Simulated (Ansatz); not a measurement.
`C/C([SiH3])=C\F` and `F/C=C(\[SiH3])SS` differ in one atom or group (the configuration at the double bond changes too).

Ansatz, PBE0-D4/def2-TZVP geometries, multiplicity 1. Each molecule was computed in one conformer, which needn't be the lowest.

```tsv
property	`C/C([SiH3])=C\F`
size of the dipole moment (B3LYP/def2-TZVPP) / D	0.62
LUMO energy (B3LYP/def2-TZVPP) / eV	-0.22
LUMO energy (PBE/def2-TZVPP) / eV	-0.99
size of the dipole moment (PBE/def2-TZVPP) / D	0.47
LUMO energy (PBE0/def2-TZVPP) / eV	0.01
HOMO energy (B3LYP/def2-TZVPP) / eV	-7.25
```

Question: Give the same properties after the change, and the shifts. (Best estimate.)

Answer: The calculation gave: 
```
                                        property  `F/C=C(\[SiH3])SS`  shift
size of the dipole moment (B3LYP/def2-TZVPP) / D                0.27  -0.35
             LUMO energy (B3LYP/def2-TZVPP) / eV               -1.50  -1.28
               LUMO energy (PBE/def2-TZVPP) / eV               -2.25  -1.26
  size of the dipole moment (PBE/def2-TZVPP) / D                0.25  -0.22
              LUMO energy (PBE0/def2-TZVPP) / eV               -1.30  -1.31
             HOMO energy (B3LYP/def2-TZVPP) / eV               -6.93   0.32
```

With PBE0 the HOMO rises by 0.30 eV and the LUMO falls by 1.31 eV, so the gap narrows by about 1.61 eV. PBE moves the HOMO by 0.30 eV and ωB97M-V by 0.38 eV. Dipoles are sizes alone; their direction can turn.

B3LYP here is the variant with VWN-RPA as its local correlation; programs differ in this.
